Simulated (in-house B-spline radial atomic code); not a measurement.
Br⁶⁺. Computed with a B-spline radial atomic code. Model: all-electron spherical atom, spin shells full or empty, radial basis limit, no spin-orbit coupling, Breit or QED, empty-state partial waves extrapolated as (l+1/2)^-4, RPA, G0W0 and static COHSEX of the highest shell as one setting changes (uncorrelated shells keep exact exchange).

In a row where one electron alone is correlated, RPA and GW hold only self-correlation.

Given: element Br; charge 6; filled core Ar; hamiltonian one-electron scalar X2C; mean-field start r2SCAN; highest l of empty states 9; nuclear rms radius 4.1629 fm; highest mean-field shell 4s up.

Shell: 3d 5 5, 4s 1 0 (electrons up and down).

```csv
lowest nl shells left uncorrelated,RPA correlation energy (hartree),G0W0 level (eV),G0W0 minus most complete (meV),COHSEX level (eV)
0,-2.187,-103.95,0,-105.71
1,?,?,?,?
2,-1.8532,-103.96,-10.7,-105.73
3,-1.3527,-103.94,12.4,-105.68
4,-1.1727,-104.07,-125.1,-105.93
5,?,?,?,?
6,-0.025281,-103.06,884.5,-104.43
```

Problem. What follows for lowest nl shells left uncorrelated = 5?

Solution. RPA correlation energy -0.66311 hartree; G0W0 level -103.99 eV; G0W0 minus most complete -42.5 meV; COHSEX level -105.81 eV.

Problem. What follows for lowest nl shells left uncorrelated = 1?

Solution. RPA correlation energy -2.0328 hartree; G0W0 level -103.95 eV; G0W0 minus most complete 0.7 meV; COHSEX level -105.7 eV.
